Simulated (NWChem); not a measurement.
# ZnNH3Se; SMILES [NH2][Zn][SeH]

```xyz
6

Zn     0.2468    -0.7336    -0.0027
N      0.5114    -2.5313     0.0085
H      0.2117    -3.0679    -0.8013
H      0.2448    -3.0520     0.8400
Se     0.1139     1.5487    -0.0150
H     -1.3579     1.4966     0.0137
```
Atoms are numbered in this order, from 1.

Level: PBE0/def2-SVP (NWChem), optimised geometry, unscaled harmonic frequencies. This build's default masses of Se (78.918 u) and Br (79.917 u) are each other's, which moves their modes by up to 0.6 %.

```tsv
frequency (cm⁻¹)	IR intensity (km/mol)
113	2.6
114	6.8
162	4.3
275	4.5
364	172.2
580	2.1
688	53.8
719	25.6
1534	8.7
2443	14.0
3578	8.6
3672	13.4
```

The zero-point energy comes out as 20.3 kcal/mol and the thermal correction to the enthalpy at 298.15 K (with zero-point energy) comes out as 24.7 kcal/mol. The heat capacity Cv is 17.8 cal/(mol K), the entropy at 298.15 K and 1 atm (symmetry number 1) is 78.2 cal/(mol K) and the dipole moment comes out as 2.22 D.

Rigid rotor and harmonic oscillator.
